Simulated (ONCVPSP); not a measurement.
# Configuration tests for Cr (Z = 24) (ONCV)

* Element: chromium (Cr)
* Generator: ONCVPSP 4.0.1
* Type: optimised norm-conserving Vanderbilt (ONCV)
* Functional: PBE
* Relativity: scalar-relativistic
* Frozen core: [Ne]
* Valence charge: 14
* Reference configuration: 3s2 3p6 3d5 4s0.75 (charge +0.25)
* Partial waves: 3s+4s: rc 1.60 bohr, ncon 4, nbas 7, qcut 11.6 1/bohr, 3 projectors, debl 1.4 Ha; 3p: rc 1.45 bohr, ncon 3, nbas 7, qcut 10.3 1/bohr, 1 projector; 3d: rc 1.30 bohr, ncon 4, nbas 9, qcut 14.2 1/bohr, 1 projector
* Local potential: polynomial inside 1.10 bohr (lpopt 5, dvloc0 0 Ha)
* Core correction: Teter function, fcfact 4, rcfact 1.45

Energies are relative to the spin-unpolarised reference configuration 3s2 3p6 3d5 4s0.75; without spin polarisation the order of configurations can differ from experiment.

| valence configuration | charge | ΔE all-electron (eV) | error AE − PS (meV) |
| --- | --- | --- | --- |
| 3s2 3p6 3d5 4s1 | 0 | -1.175 | -0.2 |
| 3s2 3p6 3d5 4s0 | +1 | 5.726 | 0.0 |
| 3s2 3p6 3d5 4s0 4p1 | 0 | 1.946 | +4.4 |

(1) What are ΔE and the potential's error for 3s2 3p6 3d4 4s0?

Results:

(1) ΔE = 21.779 eV all-electron; the error (AE − PS) is -1.6 meV.
